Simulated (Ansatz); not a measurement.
System: C5H12O (charge 0, singlet). 
Geometry from a B3LYP-D3(BJ)/def2-TZVP (Ansatz, a first-principles code) optimisation:
```
C
H 1 1.0970
C 1 1.5290 2 107.78
H 3 1.0918 1 111.33 2 60.29
H 3 1.0919 4 108.03 1 122.37
H 3 1.0935 4 107.74 5 116.12
C 1 1.5304 2 107.94 3 -119.37
H 7 1.0908 1 112.21 2 -56.72
H 7 1.0919 8 107.54 1 -122.16
H 7 1.0938 8 107.79 9 -115.87
C 1 1.5327 2 107.78 3 118.91
H 11 1.0935 1 109.31 2 -64.35
H 11 1.0949 12 106.60 1 118.41
C 11 1.5165 12 107.64 13 116.62
H 14 1.0956 11 110.71 12 -172.91
H 14 1.0985 15 107.75 11 119.96
O 14 1.4273 15 110.27 16 120.76
H 17 0.9623 14 108.80 15 -56.14
```

Wanted: vertical ionisation energy (to the doublet state of charge +1; each state is the SCF solution reached for its spin), in eV. Cores are frozen in the correlated levels unless marked. Open shells are spin-unrestricted. Spin-orbit coupling is left out. No relativistic terms. 

| level | program | vertical ionisation energy (eV) |
|---|---|---|
| HF/aug-cc-pVDZ | Ansatz | 9.32 |
| HF/aug-cc-pVTZ | Ansatz | 9.31 |
| SVWN5/def2-TZVPD | Ansatz | 9.72 |
| PBE/def2-TZVPD | Ansatz | 9.62 |
| r2SCAN/def2-TZVPD | Ansatz | 9.82 |
| B3LYP/def2-TZVPD | Ansatz | 10.17 |
| PBE0/def2-TZVPD | Ansatz | 10.17 |
| BHLYP/def2-TZVPD | Ansatz | 10.37 |
| CAM-B3LYP/def2-TZVPD | Ansatz | 10.45 |
| wB97M-V/def2-TZVPD | Ansatz | 10.44 |
| wB97X-V/def2-TZVPD | Ansatz | 10.45 |
| B2PLYP/def2-TZVPD | Ansatz | 10.50 |
| MP2/aug-cc-pVTZ | Ansatz | 11.06 |
| RI-MP2/aug-cc-pVTZ | Ansatz | 11.06 |
| SCS-MP2/aug-cc-pVDZ | Ansatz | 10.82 |
| SCS-MP2/aug-cc-pVTZ | Ansatz | 10.98 |
| CCSD/aug-cc-pVDZ | Ansatz | 10.48 |
| CCSD/aug-cc-pVTZ | Ansatz | 10.59 |
| CCSD(T)/aug-cc-pVDZ | Ansatz | 10.51 |
| CCSD(T)/aug-cc-pVTZ | Ansatz | 10.64 |
